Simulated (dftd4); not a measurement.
Here is a job for dftd4.
```
$ dftd4 mol.xyz --func r2scan --charge 0 --json dftd4.json --noedisp --property

# file mol.xyz
8

Si    -1.56704071     0.16693932     0.03758954
Ge     0.74957058    -0.07985294    -0.01798040
H     -2.14643979    -0.68810588     1.07390640
H     -1.92532104     1.55570653     0.32693199
H     -2.15072553    -0.20470937    -1.25157588
H      1.24574300    -1.41299042    -0.49700975
H      1.48093017     0.88627488    -0.90376928
H      1.44812445     0.08196777     1.30063566
```

**Question.** What dispersion energy does dftd4 4.2.0 with D4 for r2scan give?

**Answer.** -0.69 kcal/mol

**Question.** Predict the partial charges in atom order from D4 for r2scan.

**Answer.** Si1 -0.07, Ge2 -0.04, H3 0.02, H4 0.02, H5 0.02, H6 0.02, H7 0.02, H8 0.02
